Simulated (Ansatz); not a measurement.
Computed with Ansatz on PBE0-D4/def2-TZVP structures; ΔE is electronic, products minus reactants. CCSD(T)/CBS adds triple-zeta CCSD(T) − MP2 to the extrapolated MP2 energy (def2 sets, frozen cores). DFT in def2-TZVPP. For Br, Se, Ti outer-core shells are correlated without core-valence functions, which leaves a few kJ/mol of doubt a bond. Scalar relativity is left out up to krypton. Each species was taken in one conformer, which may not be the lowest.

`[OH][Ti]([F])([F])[SeH]` + HBr → `[OH][Ti]([F])([F])[Br]` + H₂Se  (ligand exchange at a Ti–Se bond)

`[OH][Ti]([F])([F])[SeH]`:

Z-matrix (Å, degrees):
```
Ti
F 1 1.753
F 1 1.751 2 109.0
O 1 1.758 2 111.7 3 125.1
Se 1 2.422 2 110.4 3 -120.0
H 4 0.958 1 141.5 2 -142.5
H 5 1.473 1 89.5 2 62.4
```

HBr:

Z-matrix (Å, degrees):
```
Br
H 1 1.420
```

`[OH][Ti]([F])([F])[Br]`:

Z-matrix (Å, degrees):
```
Ti
F 1 1.744
F 1 1.744 2 110.3
O 1 1.757 2 109.4 3 -119.8
Br 1 2.349 2 108.4 3 121.0
H 4 0.958 1 140.6 2 -42.6
```

H₂Se:

Z-matrix (Å, degrees):
```
Se
H 1 1.467
H 1 1.467 2 91.2
```

```csv
species,PBE0-D4 energy (Eh)
`[OH][Ti]([F])([F])[SeH]`,-3526.75905
HBr,-2574.45906
`[OH][Ti]([F])([F])[Br]`,-3698.77333
H₂Se,-2402.46345
```

Question: Work out ΔE.

Answer: ΔE = (-3698.77333) + (-2402.46345) − (-3526.75905) − (-2574.45906) = -0.01867 Eh = -49.0 kJ/mol. CCSD(T)/CBS gives -48.3 kJ/mol.

Largest T1 diagnostic among the species: 0.023, so the coupled-cluster value is less sure than usual.

In def2-TZVPP, CCSD(T) changes the Hartree–Fock value by +13.9 kJ/mol (the triples alone add +2.2 kJ/mol) and MP2 by +14.1 kJ/mol.
